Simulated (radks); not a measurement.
Results of a calculation; reference values are marked as such.
Task: The mean radii <r> (bohr) of the occupied orbitals of an atom or ion are listed with their occupations. Code: a radial shooting solver on a logarithmic mesh with Libxc functionals. Model: Dirac Kohn-Sham, LB94 model potential, spin-unpolarised, spherical densities, finite nucleus; Fermi nuclear charge, rms radius of each element as measured or else 0.836 A^(1/3) + 0.57 fm.

orbital  occ.      <r>
1s1/2       2  0.03603
2s1/2       2   0.1573
2p1/2       2   0.1341
2p3/2       4   0.1386
3s1/2       2   0.4434
3p1/2       2   0.4384
3p3/2       4   0.4489
3d3/2       4   0.4290
3d5/2       6   0.4325
4s1/2       2    1.154
4p1/2       2    1.278
4p3/2       4    1.312
4d3/2       4    1.978

Name the element and its charge. Open shells, if any, fill j = l - 1/2 first.

Result: Z = 41, niobium, charge +1: Nb+ in [Kr] 4d4. The 1s radius gives Z: for a bare nucleus <r> = (2 gamma + 1)/(2Z) with gamma = sqrt(1 - (Z/c)^2), 0.03547 bohr for Z = 41, and screening makes it slightly larger (0.03603 here). The occupations add up to 40, and the charge is Z minus that.
